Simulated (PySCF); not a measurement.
Two-component Hartree-Fock for Hf⁶²⁺ (hafnium, charge +62)

Start: [Ne]. Calculated with PySCF 2.14 in an even-tempered Gaussian basis (17 s from 45 bohr⁻², ratio 2.4; 13 p from 59 bohr⁻², ratio 2.4; 5 d from 210 bohr⁻², ratio 2.6; 4 f from 310 bohr⁻², ratio 2.6): generalised Hartree-Fock with the X2C-1e Hamiltonian and a Gaussian nucleus; one run each with spin-orbit coupling (SO) switched off, then screened by Boettger's factors.

```csv
spinor shell,electrons,"ε, spin-free (eV)","ε, screened SO (eV)",weight of nominal j (screened SO),"rms radius, screened SO (bohr)"
1s1/2,2,-71071.7,-71058.2,1.000,0.0215
2s1/2,2,-16396.5,-16393.2,1.000,0.0853
2p1/2,2,-15055.8,-15936.8,1.000,0.0724
```

Question: Where does 2p3/2 lie, and what is the 2p spin-orbit splitting (screened SO)?

Answer: At -14697.5 eV, 1239.3 eV above 2p1/2.

```tsv
quantity	spin-free	screened SO
E (hartree)	-10403.50220	-10416.14158
M_J	0	0
⟨J²⟩	0.000	0.000
⟨L²⟩	0.000	0.030
⟨S²⟩	0.000	0.030
```

Breit and QED terms are absent; they matter most for the inner s and p1/2 levels.

Densities and radii are taken from the X2C orbitals without a picture-change correction, which distorts them close to the nucleus.

Without spin-orbit coupling the j labels of p, d and f shells carry no meaning; the spin-free column gives the mean over the occupied spinors of each nl shell.
